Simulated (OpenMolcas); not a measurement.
## Computed transition rates of Kr III

```yaml
Program: OpenMolcas 26.06
Method: "SS-CASPT2, IPEA 0.25 Eh, imaginary shift 0.1 Eh (closed shells correlated: 3d 4s)"
Basis: ANO-R3 [7s6p5d4f2g1h]
Scalar_Hamiltonian: X2C, finite nucleus
Active_space: 4 electrons in 3 orbitals (4p)
State_averaging: 2S+1 = 3 even, 3 roots; 2S+1 = 1 even, 6 roots
Spin-orbit_coupling: RASSI with atomic mean-field integrals over the reference wave functions, term energies averaged over their components
```

Rates come from the transition moments of the reference wave functions (E1 and E2 in the length form). At fixed line strength A goes as λ^-3 for E1 and M1 and as λ^-5 for E2, so a rate at the computed wavelength can be rescaled to the measured one. Measured vacuum wavelengths follow from level energies in Saloman, J. Phys. Chem. Ref. Data 36, 215 (2007). Branching counts decays inside the model space alone, at computed energies, and the table is only a selection of the E2 and M1 lines, drawn from those between levels with measured partners whose computed energy lies within a factor of 1.5 of the measured one.

```csv
Upper,Lower,Type,λ computed (nm),λ measured (nm),A computed (s-1),A rescaled (s-1),Branching %
4s2 4p4 1S0,4s2 4p4 3P1,M1,342.3,350.5,4.79e+01,,89.1
4s2 4p4 1S0,4s2 4p4 1D2,E2,529.6,542.4,5.15e+00,4.57e+00,9.6
4s2 4p4 1D2,4s2 4p4 3P2,M1,688.5,682.9,4.06e+00,,88.2
4s2 4p4 3P1,4s2 4p4 3P2,M1,2385,2199,1.61e+00,2.05e+00,100.0
4s2 4p4 1S0,4s2 4p4 3P2,E2,299.3,302.3,7.30e-01,,1.4
4s2 4p4 1D2,4s2 4p4 3P1,M1,967.9,990.5,5.04e-01,,11.0
4s2 4p4 1D2,4s2 4p4 3P2,E2,688.5,682.9,3.66e-02,,0.8
4s2 4p4 3P0,4s2 4p4 3P1,M1,11820,13080,3.16e-02,2.33e-02,94.4
4s2 4p4 3P0,4s2 4p4 3P2,E2,1985,1882,1.89e-03,2.47e-03,5.6
```

Spin-changing lines and M1 lines between different terms are not rescaled, since their strength hangs on the term gaps too.

The largest correction is for 4s2 4p4 3P0 → 4s2 4p4 3P1 (M1): 3.16e-02 × (11820 / 13080)^3 = 2.33e-02 s-1, a factor of 0.74.

The computed rate and branching of 4s2 4p4 3P1 → 4s2 4p4 3P2 give the upper level a radiative lifetime of 1.000 / 1.61e+00 s-1 = 6.21e-01 s, counting decays inside the model space alone. The rescaled rate gives about 4.9e-01 s.

No measured rate stands beside these. Rescaling mends the energy factor alone: line strengths can still be far off where a level mixes with configurations outside the active space, and weak or spin-changing lines hang on small mixing coefficients that depend on the term gaps too, so rescaling need not improve them.

Term energies are means over components that CASPT2 splits; among the terms shown or strongly mixed into the levels shown the widest spread is 170 cm-1 (4s2 4p4 1D). With the s shell closed, the reference lacks s² → p² mixing. Computed and measured levels are paired by configuration, term and J; levels that our copy of the source lacks, or whose pairing is in doubt (as where it misses far off the trend of its configuration), stay unpaired. Only configurations of the active space appear.
